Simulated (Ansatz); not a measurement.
Reaction (formal exchange of groups at the Si–O bond): 2 `CO[SiH](N)O` → `CO[Si@@H](N)[Si@@H](N)OC` + `OO`

Computed with Ansatz on PBE0-D4/def2-TZVP structures; ΔE is electronic, products minus reactants. CCSD(T)/CBS is the MP2 limit (def2-TZVPP, def2-QZVPP) plus CCSD(T) − MP2 in def2-TZVPP, frozen cores. This one scheme is used for every species. DFT in def2-TZVPP. Each species was taken in one conformer, which may not be the lowest.

`CO[SiH](N)O`:

Cartesian coordinates in Å:
```
C -0.071 -0.269 2.007
O 0.477 0.304 0.842
Si -0.214 0.211 -0.635
N 0.802 0.801 -1.865
O -0.537 -1.385 -0.851
H -0.174 -1.354 1.905
H 0.600 -0.055 2.841
H -1.055 0.155 2.238
H -1.454 1.028 -0.679
H 1.728 0.424 -1.992
H 0.772 1.780 -2.100
H -0.875 -1.641 -1.710
```

`CO[Si@@H](N)[Si@@H](N)OC`:

Cartesian coordinates in Å:
```
C -1.845 -2.489 0.336
O -1.036 -1.730 1.203
Si 0.301 -0.904 0.689
N 1.209 -0.300 2.010
Si -0.301 0.904 -0.689
N -1.209 0.300 -2.010
O 1.036 1.730 -1.203
C 1.845 2.489 -0.336
H -2.623 -2.973 0.929
H -2.323 -1.861 -0.424
H -1.265 -3.270 -0.172
H 1.183 -1.875 -0.032
H 1.722 -0.939 2.597
H 0.842 0.463 2.557
H -1.183 1.875 0.032
H -1.722 0.939 -2.597
H -0.842 -0.463 -2.557
H 1.265 3.270 0.172
H 2.323 1.861 0.423
H 2.623 2.973 -0.929
```

`OO`:

Cartesian coordinates in Å:
```
O 0.711 0.144 0.221
O -0.470 0.147 -0.577
H 0.871 -0.803 0.312
H -1.113 0.511 0.044
```

```json
{"level": "r2SCAN0", "ΔE (kJ/mol)": "607.7"}
{"level": "HF/def2-QZVPP", "ΔE (kJ/mol)": "654.9"}
```

Problem. What does CCSD(T)/CBS give? (Best estimate.)

Solution. Ansatz gave: +602.3 kJ/mol. The listed levels differ from it by 5.4, 52.6 kJ/mol.

Largest T1 diagnostic among the species: 0.012.

At CCSD(T), def2-SVP lies −53.1 kJ/mol from the extrapolated value and def2-TZVPP −8.4 kJ/mol. From BLYP to BHLYP (50 % exact exchange), in def2-TZVPP and without D4, ΔE moves by +60.8 kJ/mol.
